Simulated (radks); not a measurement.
Results of a calculation; reference values are marked as such.
Question: All-electron atom: neutral samarium in [Xe] 4f6 6s2 (the NIST ground configuration). Code: a radial shooting solver on a logarithmic mesh with Libxc functionals. Model: scalar-relativistic Kohn-Sham, exchange-only r2SCAN, spin-polarised, spherical densities, finite nucleus; open shells are filled with parallel spins first (spin-orbit coupling, left out, can overturn this in heavy ions); meta-GGA in the generalised Kohn-Sham scheme; Fermi nuclear charge, rms radius 5.0819 fm. Some entries of the table are withheld. Estimate them.

orbital  occ.  eigenvalue (hartree)  r(max) (bohr)
1s up       1             -1717.847        0.01449
1s down     1             -1717.847        0.01449
2s down     1             -281.4501        0.08211
2s up       1             -281.4491        0.08211
2p down     3             -250.9308        0.06636
2p up       3             -250.9304        0.06636
3s up       1             -61.94879         0.2334
3s down     1             -61.85904         0.2333
3p up       3             -52.35094         0.2289
3p down     3             -52.26092         0.2287
3d up       5             -39.34928         0.1880
3d down     5             -39.27898         0.1879
4s up       1             -12.51824         0.5400
4s down     1             -12.27627         0.5395
4p up       3              -9.34480         0.5634
4p down     3              -9.09956         0.5628
4d up       5              -4.87201         0.5883
4d down     5              -4.62213         0.5874
5s up       1              -1.66345          1.260
5s down     1              -1.52464          1.280
5p up       3              -0.89576          1.424
5p down     3              -0.79414          1.457
6s up       1              -0.11876          3.746
4f up       6              -0.10958         0.6143
6s down     1              -0.10494          3.985
5d up       0                   (1)          2.084
6p up       0              -0.02197          4.690
6p down     0              -0.02180          5.212
5d down     0                   (2)          2.276

Answer: 
(1) 5d up eigenvalue (hartree): -0.03849
(2) 5d down eigenvalue (hartree): -0.00784
